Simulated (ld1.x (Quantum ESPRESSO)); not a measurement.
# Configuration tests for chlorine (ultrasoft)

- Element: chlorine
- Generator: ld1.x (Quantum ESPRESSO) 7.5
- Type: ultrasoft
- Functional: LDA (PZ)
- Relativity: non-relativistic
- Frozen core: [Ne]
- Valence charge: 7
- Reference configuration: 3s2 3p5
- Partial waves: 3s (bound): rcut 0.95, rcutus 1.25 bohr; 3s channel at 2.45 Ry: rcut 0.95, rcutus 1.25 bohr; 3p (bound): rcut 1.35, rcutus 1.75 bohr; 3p channel at -0.2 Ry: rcut 1.35, rcutus 1.75 bohr
- Local potential: all-electron potential smoothed inside 1.05 bohr (lloc = -1)
- Core correction: Bessel-smoothed model core, default radius (core density twice the valence density)
- Augmentation charge: built from norm-conserving waves at rcut, not smoothed further

Energies are relative to the spin-unpolarised reference configuration 3s2 3p5; without spin polarisation the order of configurations can differ from experiment. Spin-polarised rows fill each open shell by Hund’s rule, majority spin first.

Give the all-electron excitation energy and the error of the potential for: 3s2 3p4; 3s2 3p3; 3s2 3p2; 3s1 3p6; 3s2 3p5.3; 3s2 3p1; 3s1 3p5; 3s2 3p5 (spin-polarised); 3s2 3p4 (spin-polarised).

```tsv
valence configuration	charge	ΔE all-electron (eV)	error AE − PS (meV)
3s2 3p4	+1	13.987	+1.8
3s2 3p3	+2	39.527	+15
3s2 3p2	+3	77.928	+59
3s1 3p6	0	11.866	-5.9
3s2 3p5.3	-0.3	-2.177	0.0
3s2 3p1	+4	130.296	+163
3s1 3p5	+1	26.387	-5.9
3s2 3p5 (spin-polarised)	0	-0.186	+2.5
3s2 3p4 (spin-polarised)	+1	13.107	+14
```

Levels in the configuration 3s2 3p4 (spin-polarised):

| level | all-electron (eV) | pseudo (eV) |
| --- | --- | --- |
| 3s up | -32.688 | -32.688 |
| 3p up | -20.266 | -20.271 |
| 3s down | -30.755 | -30.741 |
| 3p down | -18.492 | -18.472 |
